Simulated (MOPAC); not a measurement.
Job for MOPAC: PM7 on MgO+, 2S+1 = 2, a spin state set in the input, which need not be the lowest, a point of a bond scan (R = 1.993 Å). Charge +1.

```
PM7 1SCF PRECISE CHARGE=1 UHF MS=0.5 THREADS=1
MgO

O      0.00000000 1     0.00000000 1     0.00000000 1
Mg     0.00000000 1     0.00000000 1     1.99339600 1
```

Output:

```
*******************************************************************************
 **                                                                           **
 **                              MOPAC v23.2.5                                **
 **                                                                           **
 *******************************************************************************
 ** MOPAC's Digital Object Identifier: https://doi.org/10.5281/zenodo.6511958 **
 **                                                                           **
 ** Please cite the open-source release paper for use of this MOPAC version:  **
 ** J. E. Moussa and J. J. P. Stewart (2026)                                  **
 ** MOPAC: An open-source semiempirical molecular orbital program             **
 ** J. Open Source Softw., 11(119), 8025, https://doi.org/10.21105/joss.08025 **
 *******************************************************************************

                              PM7 CALCULATION RESULTS

 *******************************************************************************
 *  PM7        - The PM7 Hamiltonian to be used
 *  UHF        - UNRESTRICTED HARTREE-FOCK CALCULATION
 *
 *
 *
 *                 CHARGE ON SYSTEM = +1
 *
 *
 *
 *  MS=        - IN MECI, MAGNETIC COMPONENT OF SPIN =  0.5
 *  PRECISE    - TIGHTER CRITERIA TO BE USED
 *  1SCF       - DO 1 SCF AND THEN STOP
 *  THREADS=1  - MULTI-THREADING NOT USED
 *  T=         - A TIME OF 172800.0 SECONDS REQUESTED
 *  DUMP=N     - RESTART FILE WRITTEN EVERY 7200.0 SECONDS REQUESTED
 *******************************************************************************
PM7 1SCF PRECISE CHARGE=1 UHF MS=0.5 THREADS=1
 MgO

   ATOM   CHEMICAL          X               Y               Z
  NUMBER   SYMBOL      (ANGSTROMS)     (ANGSTROMS)     (ANGSTROMS)

     1       O          0.00000000  *   0.00000000  *   0.00000000  *
     2      Mg          0.00000000  *   0.00000000  *   1.99339600  *



          CARTESIAN COORDINATES

    NO.       ATOM           X           Y           Z

     1         O          0.0000      0.0000      0.0000
     2        Mg          0.0000      0.0000      1.9934

 General Reference for PM7:
 "Optimization of Parameters for Semiempirical Methods VI: More Modifications to the
 NDDO Approximations and Re-optimization of Parameters", J. J. P. Stewart, J. Mol. Mod., 1:32, 19 (2013)
 https://link.springer.com/article/10.1007/s00894-012-1667-x

           Empirical Formula: O Mg  =     2 atoms



      MOLECULAR POINT GROUP   :   C*v


          UHF CALCULATION, NO. OF ALPHA ELECTRONS =    4
                           NO. OF BETA  ELECTRONS =    3

 -------------------------------------------------------------------------------
 PM7 1SCF PRECISE CHARGE=1 UHF MS=0.5 THREADS=1
 MgO



     1SCF WAS SPECIFIED, SO BFGS WAS NOT USED
     SCF FIELD WAS ACHIEVED


                              PM7 CALCULATION
                                                       MOPAC v23.2.5 Linux




          FINAL HEAT OF FORMATION =        222.65055 KCAL/MOL =     931.56990 KJ/MOL


          COSMO AREA              =         67.68 SQUARE ANGSTROMS
          COSMO VOLUME            =         48.99 CUBIC ANGSTROMS

          IONIZATION POTENTIAL    =         14.788686 EV
          ALPHA SOMO LUMO (EV)    =        -15.958 -7.118
          BETA  SOMO LUMO (EV)    =        -14.789 -6.871
          NO. OF ALPHA ELECTRONS  =          4
          NO. OF BETA  ELECTRONS  =          3
          MOLECULAR WEIGHT        =         40.3044         POINT GROUP:  C*v

          MOLECULAR DIMENSIONS (Angstroms)

            Atom       Atom       Distance
           Mg     2    O     1     1.99340
           Mg     2    O     1     0.00000
            O     1   Mg     2     0.00000


          SCF CALCULATIONS        =          1





   ATOM   CHEMICAL          X               Y               Z
  NUMBER   SYMBOL      (ANGSTROMS)     (ANGSTROMS)     (ANGSTROMS)

     1       O          0.00000000  *   0.00000000  *   0.00000000  *
     2      Mg          0.00000000  *   0.00000000  *   1.99339600  *

                             CARTESIAN COORDINATES

   1    O        0.000000000     0.000000000     0.000000000
   2   Mg        0.000000000     0.000000000     1.993396000


           Empirical Formula: O Mg  =     2 atoms



      MOLECULAR POINT GROUP   :   C*v


          ALPHA EIGENVALUES
 -33.07657 -17.82823 -17.60398 -15.95754  -7.11806  -5.15502  -5.06470  -3.31948


           BETA EIGENVALUES
 -27.39369 -16.41394 -14.78869  -6.87098  -5.86529  -5.23701  -4.72886  -3.00634


              NET ATOMIC CHARGES AND DIPOLE CONTRIBUTIONS

  ATOM NO.   TYPE          CHARGE      No. of ELECS.   s-Pop       p-Pop
    1          O          -0.279576        6.2796     1.97179     4.30778
    2         Mg           1.279576        0.7204     0.49864     0.22178
 DIPOLE           X         Y         Z       TOTAL
 POINT-CHG.     0.000     0.000     6.478     6.478
 HYBRID         0.000     0.000     1.872     1.872
 SUM            0.000     0.000     8.350     8.350


          ATOMIC ORBITAL ELECTRON POPULATIONS

     Atom    s        px        py        pz
    1  O   1.97179   1.96910   0.99384   1.34484
    2 Mg   0.49864   0.03090   0.00616   0.18472


                    (SZ)    =    0.500000
                    (S**2)  =    0.782166


          ATOMIC ORBITAL SPIN POPULATIONS

    Atom   Total    s     px     py     pz
         Atomic
    1  O  1.1665  0.007  0.009  0.994  0.157
    2 Mg -0.1665 -0.134 -0.009  0.006 -0.029

 **********************
 *                    *
 * JOB ENDED NORMALLY *
 *                    *
 **********************




 == MOPAC DONE ==
```

The run finished.

Cost: roughly 0.020 core-seconds.
